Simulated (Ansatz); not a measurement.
This geometry of C3H8AlB (13 atoms, charge 0, multiplicity 1) is a first-order saddle point.

Theory: Ansatz 0.2.0, RKS PBE0-D4/cc-pVDZ.

```xyz
13
Properties=species:S:1:pos:R:3
C -1.776 0.705 0.475
C -0.380 1.192 0.043
B 0.687 0.073 -0.208
C 0.697 -1.398 -0.145
Al 2.549 -0.444 -0.670
H -2.556 1.014 -0.237
H -2.063 1.107 1.459
H -1.833 -0.392 0.552
H -0.450 1.802 -0.874
H 0.033 1.893 0.790
H -0.174 -2.015 0.126
H 1.522 -2.123 -0.354
H 3.763 -1.449 -0.943
```

Question: Which two structures does it join? (They come from a converged band through this point; their orientation in space is the band's.)

Answer: No bond is made or broken. The dihedral H6–C1–C2–B3 goes from 180 to -60°. The two ends are copies of one structure, up to a mirror image or an exchange of like atoms.

Initial state:

```xyz
13
Properties=species:S:1:pos:R:3
C -1.747 0.681 0.476
C -0.396 1.208 -0.006
B 0.686 0.095 -0.226
C 0.698 -1.370 -0.072
Al 2.525 -0.448 -0.738
H -2.478 1.492 0.619
H -1.649 0.150 1.437
H -2.179 -0.031 -0.245
H -0.522 1.771 -0.948
H 0.000 1.952 0.709
H -0.165 -1.962 0.265
H 1.521 -2.105 -0.255
H 3.727 -1.469 -1.002
```

Final state:

```xyz
13
Properties=species:S:1:pos:R:3
C -1.735 0.683 0.518
C -0.353 1.212 0.138
B 0.696 0.096 -0.193
C 0.652 -1.376 -0.231
Al 2.530 -0.445 -0.727
H -2.172 0.084 -0.297
H -2.441 1.498 0.744
H -1.684 0.033 1.406
H -0.432 1.892 -0.729
H 0.047 1.847 0.949
H -0.245 -1.969 0.001
H 1.454 -2.116 -0.478
H 3.702 -1.473 -1.086
```

Question: How far does it lie above each of them?

Answer: 0.131 eV above the first and 0.131 eV above the second. This is the barrier of this one path; another mechanism may lie lower.

Time of the run: 5.7 min on 2 threads of Intel(R) Xeon(R) 6975P-C (Granite Rapids), on a shared host, peak memory 0.3 GiB.
